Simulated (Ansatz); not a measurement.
C$_{2}$H$_{3}$AlClFO, SMILES `FC1(Cl)[CH2][AlH][O]1`, relaxed with RKS PBE0-D4/def2-TZVP in Ansatz from a PBE-D4/def2-SVP geometry. The force threshold is 0.005 eV/Å; the program also tests the step.

The species carries charge 0 and has multiplicity 1.

Start:

```xyz
9

F     0.297   -1.573   -1.287
C     0.333   -0.306   -0.776
Cl    0.446    0.840   -2.217
C    -0.917    0.012    0.093
Al    0.486    0.403    1.409
O     1.453   -0.160    0.025
H    -1.516   -0.909    0.246
H    -1.568    0.801   -0.323
H     0.986    0.892    2.830
```

Question: How much energy does the relaxation release, and in how many steps? (Estimate.)

Answer: Ansatz gave: 0.05 eV, in 9 steps.

Question: Which bonds change most? (An estimate is asked.)

Answer: Computed: C2–Cl3 from 1.844 to 1.806 Å; Al5–O6 from 1.779 to 1.742 Å; C4–H7 from 1.109 to 1.090 Å.

Question: Give the relaxed structure. (An estimate is asked.)

Answer: Ansatz gave: 
```xyz
9

F     0.334   -1.568   -1.217
C     0.330   -0.283   -0.775
Cl    0.400    0.759   -2.248
C    -0.908    0.011    0.096
Al    0.491    0.377    1.395
O     1.440   -0.069    0.004
H    -1.529   -0.879    0.203
H    -1.516    0.828   -0.284
H     0.959    0.824    2.826
```
